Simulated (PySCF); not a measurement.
In(OMe)(SH)2 (CH5InOS2), SMILES [In]([SH])([O]C)[SH]. Atoms are numbered in the order given.

```xyz
10

In     0.0631    -0.1004     0.0528
O      0.4212    -0.1030    -1.9228
C     -0.1716     0.8081    -2.8091
H     -0.1986     1.8519    -2.4307
H      0.4117     0.8269    -3.7480
H     -1.2116     0.5303    -3.0765
S     -1.3142     1.6698     0.9687
H     -1.5234     2.2088    -0.2568
S      1.0960    -1.8646     1.3232
H      0.5798    -1.4076     2.4894
```

Geometry optimised at B3LYP-D3(BJ)/def2-SVP. The structure was generated by enumeration; whether it is a known compound was not checked. The def2 effective core potentials stand for the cores of In; spin–orbit coupling is left out. The values are those of a single conformer.

Level of theory: PySCF with PBE0/def2-TZVP.

ESP charges are fitted to the potential on shells at 1.4 to 2.0 van der Waals radii. Atomic charges (e):

```tsv
atom	ESP fit	Löwdin	Mulliken
In1	___	-0.04	0.83
O2	-0.29	-0.10	-0.49
C3	-0.35	-0.41	-0.21
H4	___	0.10	0.09
H5	___	0.11	0.13
H6	___	0.10	0.11
S7	-0.37	0.05	-0.42
H8	___	0.07	0.18
S9	-0.34	0.07	-0.41
H10	___	0.07	0.18
```

Question: Fill in the missing entries. (An estimate is asked for; the answer gives what the named calculation found.)

Answer: 
- In1, ESP fit: 0.60
- H4, ESP fit: 0.11
- H5, ESP fit: 0.14
- H6, ESP fit: 0.12
- H8, ESP fit: 0.18
- H10, ESP fit: 0.19
